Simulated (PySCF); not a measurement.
## A ladder of Hamiltonians for Ag(35+) (silver, charge +35)

Occupied: 1s1/2, 2s1/2, 2p1/2, 2p3/2, 3s1/2. Hartree-Fock calculated with PySCF 2.14 in an uncontracted even-tempered set (20 s from 2.9 bohr⁻², ratio 2.3; 15 p from 3.5 bohr⁻², ratio 2.3), Gaussian nucleus throughout. NR is non-relativistic, sf-X2C the spin-free one-electron X2C Hamiltonian, X2C adds the bare one-electron spin-orbit term, X2C-SNSO screens it by Boettger's factors, DC is four-component Dirac-Coulomb, and the Gaunt and Breit terms are added at first order (total energies over the DC spinors, levels after relaxing the spinors in that mean field). QED terms are absent. Levels marked empty are virtual spinors of this ion; the basis has s and p functions only, so 3d, which can lie below the n = 4 levels, is absent.

```csv
Hamiltonian,E (hartree),E − E(DC) (hartree),CPU seconds
NR,-4188.1655,111.5416,0.31
sf-X2C,-4297.7375,1.9696,0.17
X2C,-4298.6409,1.0662,0.22
X2C-SNSO,-4298.5636,1.1436,0.21
DC,-4299.7071,0.0000,11
DC+Gaunt,-4296.3507,3.3564,19
DC+Breit,-4296.6464,3.0607,61
```

Question: Give the 2p spin-orbit interval with each Hamiltonian that has one.

Answer: X2C 191.9; X2C-SNSO 183.4; DC 182.6; DC+Gaunt 179.9; DC+Breit 179.9 (eV).

```csv
level (eV),NR,sf-X2C,X2C,X2C-SNSO,DC,DC+Gaunt,DC+Breit
1s1/2,-26916.6,-27715.5,-27714.0,-27714.1,-27734.8,-27680.3,-27683.8
2s1/2,-5598.1,-5811.2,-5810.8,-5810.8,-5813.2,-5808.0,-5808.3
2p1/2,-5354.9,-5421.9,-5553.7,-5547.7,-5548.6,-5539.3,-5540.3
2p3/2,-5354.9,-5421.9,-5361.8,-5364.3,-5366.0,-5359.4,-5360.4
3s1/2,-2233.4,-2296.7,-2296.6,-2296.6,-2297.2,-2295.9,-2296.0
3p1/2 (empty),-2096.2,-2121.4,-2153.2,-2151.8,-2152.0,-2149.8,-2150.1
3p3/2 (empty),-2096.2,-2121.4,-2106.9,-2107.5,-2107.8,-2106.3,-2106.6
4s1/2 (empty),-1165.1,-1190.6,-1190.6,-1190.6,-1190.8,-1190.3,-1190.4
```

Weight of the small component: 1s1/2 0.0297, 2s1/2 0.00647, 2p1/2 0.00639, 2p3/2 0.00615, 3s1/2 0.00239, 3p1/2 0.00232, 3p3/2 0.00226, 4s1/2 0.00119.

Koopmans' value for the highest occupied level at DC+Breit: 2296.0 eV, against an ionisation energy of 2302 ± 3 eV (semi-empirical (NIST evaluation); NIST Atomic Spectra Database, ionization energies); the former lacks relaxation, correlation, QED and recoil.

The whole ladder took 94 s of wall time on 1 thread of Intel(R) Xeon(R) 6975P-C (shared host), launched as `OMP_NUM_THREADS=1 python relrun2.py TASK.json OUT` (a driver that calls PySCF for each Hamiltonian).
